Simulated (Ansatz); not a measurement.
Reaction (hydrogenolysis of a B–Si bond): `BCB[SiH2]F` + H₂ → `BCB` + `F[SiH3]`

Isolated molecules relaxed with PBE0-D4/def2-TZVP in Ansatz; ΔE leaves out vibrations. CCSD(T)/CBS is the MP2 limit (def2-TZVPP, def2-QZVPP) plus CCSD(T) − MP2 in def2-TZVPP, frozen cores. This one scheme is used for every species. Functionals use def2-TZVPP. Each species was taken in one conformer, which may not be the lowest.

```json
{"level": "BLYP-D4", "ΔE (kcal/mol)": "-7.3", "difference from CCSD(T)/CBS": "1.8"}
{"level": "r2SCAN-D4", "ΔE (kcal/mol)": "-7.4", "difference from CCSD(T)/CBS": "1.7"}
{"level": "B97M-V", "ΔE (kcal/mol)": "-8.1", "difference from CCSD(T)/CBS": "1.0"}
{"level": "BLYP", "ΔE (kcal/mol)": "-10.0", "difference from CCSD(T)/CBS": "-0.9"}
{"level": "CAM-B3LYP", "ΔE (kcal/mol)": "-11.6", "difference from CCSD(T)/CBS": "-2.5"}
{"level": "LC-ωPBE", "ΔE (kcal/mol)": "-9.6", "difference from CCSD(T)/CBS": "-0.5"}
{"level": "CCSD(T)/def2-SVP", "ΔE (kcal/mol)": "-10.6", "difference from CCSD(T)/CBS": "-1.5"}
{"level": "CCSD/def2-TZVPP", "ΔE (kcal/mol)": "-10.9", "difference from CCSD(T)/CBS": "-1.8"}
{"level": "MP2/CBS(def2)", "ΔE (kcal/mol)": "-9.5", "difference from CCSD(T)/CBS": "-0.4"}
{"level": "CCSD/CBS(def2)", "ΔE (kcal/mol)": "-10.3", "difference from CCSD(T)/CBS": "-1.2"}
{"level": "CCSD(T)/CBS", "ΔE (kcal/mol)": "-9.1", "difference from CCSD(T)/CBS": "0"}
```

Largest T1 diagnostic among the species: 0.013.

Leaving LDA and LC-ωPBE aside and taking each functional with its dispersion term where it has one, the values, not all of them listed here, spread over 6.1 kcal/mol, from BHLYP-D4 to revPBE-D4. LDA lies +1.4 kcal/mol from PBE without D4. From PBE to PBE0 (25 % exact exchange), in def2-TZVPP and without D4, ΔE moves by −1.8 kcal/mol. At CCSD(T), def2-SVP lies −1.5 kcal/mol from the extrapolated value and def2-TZVPP −0.6 kcal/mol.
